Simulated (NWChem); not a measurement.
System: AlO, doublet; SMILES [Al]=[O]

```xyz
2

Al     0.0000     0.0000    -0.6293
O      0.0000     0.0000     1.0032
```
Atoms are numbered in this order, from 1.

All runs: NWChem. Pople sets run with spherical d functions. Spin-unrestricted. Coordinates come from a PBE0/def2-SVP, spin-unrestricted optimisation. No stability test was run on the SCF state. Vertical excitations in the gas phase; the lowest state need not have the same character in each row. Excited states of an open shell can be spin-contaminated.

```csv
level,lowest excitation (eV),oscillator strength of that lowest state,lowest state with f > 0.02 (eV),oscillator strength of that bright state,"lowest empty minus highest occupied level, either spin (eV)"
"PBE/6-31G*, TDA",___,0.003,___,___,___
"B3LYP/6-31G*, TDA",0.79,0.002,2.89,0.056,2.85
"CAM-B3LYP/6-31G*, TDA",0.78,0.002,2.79,0.062,5.66
```

Problem. Complete the blanks.

Solution. 
- PBE/6-31G*, TDA, lowest excitation (eV): 1.05
- PBE/6-31G*, TDA, lowest state with f > 0.02 (eV): 3.02
- PBE/6-31G*, TDA, oscillator strength of that bright state: 0.037
- PBE/6-31G*, TDA, lowest empty minus highest occupied level, either spin (eV): 1.14
